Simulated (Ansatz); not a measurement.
`C[CH2][GeH]` + `CNC` → `C[N](C)[GeH]` + `CC` at 500 K and 1 bar (ligand exchange at a Ge–C bond).

Calculated with Ansatz (gas phase, PBE0-D4/def2-TZVP geometries, no zero-point term in ΔE). CCSD(T)/CBS adds triple-zeta CCSD(T) − MP2 to the extrapolated MP2 energy (def2 sets, frozen cores). This one scheme is used for every species. For Ge outer-core shells are correlated without core-valence functions, which leaves a few kJ/mol of doubt a bond. Scalar relativity is left out up to krypton.

```json
{"species": "`C[CH2][GeH]`", "CCSD(T)/CBS energy (Eh)": "-2155.77935", "H − E (kJ/mol)": "219.2", "S (J/(mol·K))": "353.3"}
{"species": "`CNC`", "CCSD(T)/CBS energy (Eh)": "-135.00321", "H − E (kJ/mol)": "273.8", "S (J/(mol·K))": "313.8"}
{"species": "`C[N](C)[GeH]`", "CCSD(T)/CBS energy (Eh)": "-2211.10778", "H − E (kJ/mol)": "274.1", "S (J/(mol·K))": "375.3"}
{"species": "`CC`", "CCSD(T)/CBS energy (Eh)": "-79.71954", "H − E (kJ/mol)": "220.5", "S (J/(mol·K))": "259.9"}
```

H − E and S are ideal-gas, rigid-rotor, harmonic terms from PBE0-D4/def2-TZVP, for one conformer and one mirror image of each species. 1 Eh = 2625.50 kJ/mol, R = 8.31446 J/(mol·K).

Question: By hand: ΔE, ΔH, ΔS and ΔG.

Answer: ΔE = (-2211.10778) + (-79.71954) − (-2155.77935) − (-135.00321) = -0.04476 Eh = -117.5 kJ/mol. Δ(H − E) = 274.1 + 220.5 − 219.2 − 273.8 = 1.6, so ΔH = -115.9 kJ/mol. ΔS = 375.3 + 259.9 − 353.3 − 313.8 = -31.9 J/(mol·K). ΔG = -115.9 − 500 × (-31.9)/1000 = -100.0 kJ/mol.

Question: By hand: the equilibrium constant, and the temperature at which ΔG would vanish if ΔH and ΔS stayed fixed.

Answer: log₁₀ K = −ΔG/(RT ln 10) = 10.4. ΔG = 0 at ΔH/ΔS = 3633 K, far beyond where these terms or the molecules hold.

ΔH outweighs TΔS. A doubt of 5 kJ/mol in ΔE shifts log₁₀ K by 0.5 here. Other conformers and mirror images would add mixing entropy, several J/(mol·K) or more a flexible species. These are equilibria of isolated gas molecules and say nothing of rates. Largest T1 diagnostic: 0.016 (customary marks: 0.02 for closed shells, 0.045 for open ones).
